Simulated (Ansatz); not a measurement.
Cost and result for the atomization energy of `N[SiH](F)[SiH2][SiH3]` (13 atoms, 12 bonds).

```xyz
13

N    -0.458   -0.331    2.130
Si   -1.364    0.264    0.819
F    -2.904   -0.205    0.818
Si   -0.362   -0.480   -1.159
Si    1.793    0.416   -1.308
H    -0.525    0.076    3.049
H    -0.134   -1.283    2.167
H    -1.403    1.741    0.958
H    -1.174   -0.079   -2.341
H    -0.273   -1.969   -1.137
H     2.631   -0.113   -0.199
H     2.437    0.064   -2.602
H     1.737    1.899   -1.195
```

The species carries charge 0 and has multiplicity 1. The structure was optimised at the PBE0-D4/def2-TZVP level. It is one conformer, not always the lowest. Program: Ansatz. All runs use 4 threads of an Intel Xeon Platinum 8488C on a shared host. Times are those of one run each, without the atoms' runs, and a repeat can differ threefold. Electronic energies, without spin–orbit coupling; frozen cores. CCSD(T)/CBS adds CCSD(T) − MP2 in def2-TZVPP to the MP2 limit, and its time is that of the two runs behind it. T1 = 0.013. B3LYP takes the VWN-RPA correlation (the form of Gaussian; ORCA's B3LYP/G).

CCSD(T)/CBS is a level of theory with its own doubt, some kJ/mol a heavy atom from the limit and from the frozen cores, so smaller differences don't rank the functionals.

```
                             level  functions  wall time
   PBE-D4/def2-TZVPP (with forces)        300      2.3 s
                PBE0-D4/def2-TZVPP        300      3.2 s
r2SCAN-D4/def2-TZVPP (with forces)        300      3.8 s
 B3LYP-D4/def2-TZVPP (with forces)        300      4.7 s
                 B2PLYP/def2-TZVPP        300      5.5 s
                ωB97X-V/def2-TZVPP        300      6.5 s
  ωB97M-V/def2-TZVPP (with forces)        300      9.5 s
                    MP2/def2-QZVPP        564       23 s
                CCSD(T)/def2-TZVPP        300    2.7 min
                 CCSD(T)/CBS(def2)          –    3.1 min
```

What atomization energy does each give, and how far from CCSD(T)/CBS? (Estimate.)

Ansatz gave: 
```
                             level  atomization (kJ/mol)  difference from CCSD(T)/CBS  per bond
   PBE-D4/def2-TZVPP (with forces)                4188.9                        -20.4      -1.7
                PBE0-D4/def2-TZVPP                4148.5                        -60.8      -5.1
r2SCAN-D4/def2-TZVPP (with forces)                4187.7                        -21.6      -1.8
 B3LYP-D4/def2-TZVPP (with forces)                4197.1                        -12.2      -1.0
                 B2PLYP/def2-TZVPP                4137.0                        -72.3      -6.0
                ωB97X-V/def2-TZVPP                4236.9                         27.6       2.3
  ωB97M-V/def2-TZVPP (with forces)                4201.7                         -7.6      -0.6
                    MP2/def2-QZVPP                4165.3                        -44.0      -3.7
                CCSD(T)/def2-TZVPP                4083.2                       -126.1     -10.5
                 CCSD(T)/CBS(def2)                4209.3                          0.0       0.0
```

The D4 term adds +49.1 kJ/mol with B3LYP and +26.2 kJ/mol with PBE0; it sums over pairs of atoms, weighted by their polarisabilities, and B3LYP, whose exchange is more repulsive, gets the larger term. From PBE to PBE0 (25 % exact exchange), in def2-TZVPP and without D4, the atomization energy moves by −36.2 kJ/mol: exact exchange takes away binding that semilocal exchange gives to molecules. In def2-TZVPP, CCSD(T) changes the Hartree–Fock value by +985.3 kJ/mol (the triples alone add +46.1 kJ/mol) and MP2 by +991.4 kJ/mol; breaking electron pairs costs correlation energy, which Hartree–Fock lacks.
